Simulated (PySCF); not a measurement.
COOs, SMILES [O+]#[C-]->[Os] (connectivity only; charge and spin as stated), neutral, multiplicity 3.

Geometry: B3LYP-D3(BJ)/def2-TZVP. The spin state was assumed, not searched. The def2 effective core potentials stand for the cores of Os; spin–orbit coupling is left out.

Two levels are set side by side: PBE/def2-TZVPD (PySCF) and M06-2X/def2-TZVPD (PySCF). Same geometry, gas phase. Differences are taken from unrounded values.

| quantity | M06-2X |
|---|---|
| α-spin orbital gap (eV) | 6.58 |
| β-spin orbital gap (eV) | 3.51 |
| dipole moment (D) | 3.88 |
| mean polarisability (bohr³) | 55.4 |

Question: What does PBE give, and how far is it from M06-2X? (Estimate from the structure and the level; the computed values follow.)

Answer: 
```csv
quantity,PBE,PBE minus M06-2X
α-spin orbital gap (eV),3.22,-3.36
β-spin orbital gap (eV),0.45,-3.06
dipole moment (D),2.95,-0.94
mean polarisability (bohr³),64.3,8.9
```

PBE's more diffuse valence density responds more strongly to a field. Differences between two approximate levels are no errors against the true value.

Rough cost on one machine, each run with all the roots and properties that it gave: M06-2X against PBE about 3 times.
